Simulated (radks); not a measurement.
Ionisation of the silicon ion Si11+, [He] 2s1, to [He] as the strength of local exchange is varied. Calculated with a radial shooting solver on a logarithmic mesh with Libxc functionals: non-relativistic Kohn-Sham, Slater X-alpha exchange (alpha = 2/3 is LDA exchange), no correlation, spin-polarised, spherical densities, point nucleus; open shells are filled with parallel spins first.

| alpha | E(Si11+) (hartree) | exchange (hartree) | IE (eV) | -e of the level emptied (eV) | <r> of it (bohr) |
|---|---|---|---|---|---|
| 0.667 | -205.25807 | -8.41749 | 519.74 | 500.22 (2s) | 0.4713 |
| 0.778 | -206.66156 | -9.85587 | 524.85 | 506.31 (2s) | 0.4688 |
| 0.791 | -206.82628 | -10.02502 | 525.45 | 507.03 (2s) | 0.4685 |
| 0.831 | -207.33359 | -10.54644 | 527.30 | 509.23 (2s) | 0.4676 |
| 0.996 | -209.43356 | -12.71197 | 534.96 | 518.39 (2s) | 0.4638 |

NIST Atomic Spectra Database: 523.42 eV (theoretical). The Delta-SCF value meets it near alpha = 0.75.
